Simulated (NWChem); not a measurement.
SiH$_{3}$SeF; SMILES F[SiH2][SeH]

```xyz
6

Si     0.6519     1.1434     0.1033
F     -0.7545     1.7819    -0.3673
Se     0.5185    -1.0990     0.5076
H      1.0391     1.7402     1.4022
H      1.6364     1.4164    -0.9694
H      0.4749    -1.4622    -0.9284
```
Atoms are numbered in this order, from 1.

Level: B3LYP/6-31G* (spherical d) (NWChem), optimised geometry, unscaled harmonic frequencies. This build's default masses of Se (78.918 u) and Br (79.917 u) are each other's, which moves their modes by up to 0.6 %.

```csv
frequency (cm⁻¹),IR intensity (km/mol)
187,4.5
214,10.9
401,30.2
491,31.6
727,24.2
785,21.0
878,22.2
924,332.3
968,160.6
2281,102.5
2301,141.1
2402,28.6
```

```json
{
 "zero_point_energy": "17.9 kcal/mol",
 "thermal correction to the enthalpy at 298.15 K (with zero-point energy)": "21.6 kcal/mol",
 "heat capacity Cv": "15.2 cal/(mol K)",
 "entropy at 298.15 K and 1 atm (symmetry number 1)": "72.9 cal/(mol K)",
 "dipole_moment": "1.22 D"
}
```

Rigid rotor and harmonic oscillator.
